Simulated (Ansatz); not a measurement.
`Cl[SiH2]S[Si](Cl)(Cl)Cl` + `O[SiH](O)S` → `O[SiH](O)S[SiH2]Cl` + `S[Si](Cl)(Cl)Cl`  (ligand exchange at the Si–S bond)

Computed with Ansatz on PBE0-D4/def2-TZVP structures; ΔE is electronic, products minus reactants. CCSD(T)/CBS adds triple-zeta CCSD(T) − MP2 to the extrapolated MP2 energy (def2 sets, frozen cores). DFT in def2-TZVPP. B3LYP here is the variant with VWN-RPA as its local correlation; programs differ in this. Each species was taken in one conformer, which may not be the lowest.

`Cl[SiH2]S[Si](Cl)(Cl)Cl`:

```xyz
9

Cl    1.478   -0.541    2.033
Si    1.708   -0.195    0.031
S     0.063   -0.922   -1.125
Si   -1.575    0.099   -0.269
Cl   -3.038    0.125   -1.673
Cl   -2.281   -0.848    1.379
Cl   -1.107    2.007    0.254
H     2.855   -0.980   -0.469
H     1.895    1.256   -0.161
```

`O[SiH](O)S`:

Cartesian coordinates in Å:
```
O -0.031 -0.776 1.252
Si -0.345 -0.297 -0.286
O 0.909 -0.815 -1.188
S -0.696 1.811 -0.336
H -0.515 -0.327 1.947
H -1.568 -0.883 -0.869
H 1.774 -0.837 -0.774
H 0.472 2.124 0.253
```

`O[SiH](O)S[SiH2]Cl`:

Cartesian coordinates in Å:
```
O 1.755 -1.752 0.824
Si 0.822 -0.797 -0.119
O 0.430 -1.623 -1.463
S -0.880 -0.256 1.077
Si -1.356 1.559 0.089
Cl -0.230 3.128 0.787
H 1.842 -1.518 1.749
H 1.496 0.425 -0.598
H -0.004 -2.473 -1.364
H -2.774 1.855 0.383
H -1.101 1.450 -1.364
```

`S[Si](Cl)(Cl)Cl`:

Z-matrix (Å, degrees):
```
Si
Cl 1 2.027
Cl 1 2.033 2 109.6
S 1 2.105 2 106.1 3 121.4
Cl 1 2.033 2 109.6 3 -117.3
H 4 1.346 1 93.0 2 180.0
```

Question: Is it downhill or uphill in electronic energy at CCSD(T)/CBS, and by how much? (An estimate is asked.)

Answer: The calculation gave: Downhill: ΔE = -1.1 kcal/mol.

Question: What do these levels give: PBE-D4, r2SCAN-D4, PBE0-D4, B3LYP-D4, ωB97M-V, PBE, CCSD(T)/def2-TZVPP, HF/def2-QZVPP, SCS-MP2/def2-QZVPP, HF/CBS(def2), MP2/CBS(def2), CCSD/CBS(def2)? (An estimate is asked.)

Answer: Computed: PBE-D4 -1.1, r2SCAN-D4 -1.7, PBE0-D4 -1.2, B3LYP-D4 -0.6, ωB97M-V -1.2, PBE -2.2, CCSD(T)/def2-TZVPP -1.4, HF/def2-QZVPP -2.9, SCS-MP2/def2-QZVPP -1.2, HF/CBS(def2) -2.9, MP2/CBS(def2) -0.7, CCSD/CBS(def2) -1.4 kcal/mol.

Largest T1 diagnostic among the species: 0.011.

In def2-TZVPP, CCSD(T) changes the Hartree–Fock value by +1.4 kcal/mol (the triples alone add +0.3 kcal/mol) and MP2 by +1.8 kcal/mol. The D4 term adds +1.8 kcal/mol with B3LYP and +1.0 kcal/mol with PBE0; it sums over pairs of atoms, weighted by their polarisabilities, and B3LYP, whose exchange is more repulsive, gets the larger term.
